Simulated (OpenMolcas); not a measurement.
Bi.

```
Program             : OpenMolcas 26.06
Basis               : ANO-RCC-VQZP [9s8p6d4f3g]
Scalar Hamiltonian  : DKH2, point nucleus
Active space        : 3 electrons in 3 orbitals (6p)
State averaging     : 2S+1 = 4 odd, 1 root; 2S+1 = 2 odd, 8 roots
Spin-orbit coupling : RASSI with atomic mean-field integrals over the reference wave functions, term energies averaged over their components
```

Two sets of levels on these reference wave functions, in cm-1 above 6s2 6p3 4S* 3/2: one from CASSCF and one from SS-CASPT2, IPEA 0.25 Eh, imaginary shift 0.1 Eh (closed shells correlated: 5d 6s).

| Level | Set 1 | Set 2 |
| --- | --- | --- |
| 6s2 6p3 4S* 3/2 [67 %] | 0.0 | 0.0 |
| 6s2 6p3 2D* 3/2 [65 %] | 12200 | 10590 |
| 6s2 6p3 2D* 5/2 | 16500 | 14410 |
| 6s2 6p3 2P* 1/2 | 24700 | 21300 |
| 6s2 6p3 2P* 3/2 [67 %] | 32940 | 30180 |

Task: Which set is which?

Result: Set 2 is SS-CASPT2. Its levels of the other terms of 6s2 6p3 lie at 0.86 to 0.92 of the other set's values, as expected, since terms of lower spin or lower L gain more correlation energy than the Hund ground term. Against 4 measured levels (NIST Handbook of Basic Atomic Spectroscopic Data) the mean absolute deviation is 1300 cm-1 with it and 1300 cm-1 without; single levels miss by up to 3000 cm-1 with it.

CASPT2 breaks the degeneracy within a term, and the mean is taken; among the terms shown or strongly mixed into the levels shown the widest spread is 110 cm-1 (6s2 6p3 2D*, SS-CASPT2). Spin-orbit splittings of 6p shells tend to come out small when the coupling is added on scalar orbitals. With the s shell closed, the reference lacks s² → p² mixing. Measured partners are found by configuration, term and J. A level has none where our copy of the source lacks it or the pairing is in doubt (some pairs that miss far off the trend of their configuration count as doubtful), and it then counts in no deviation. Only configurations of the active space appear.

A share in square brackets marks a mixed level and gives the weight of the term that names it, the lowest over the columns. * marks odd parity.
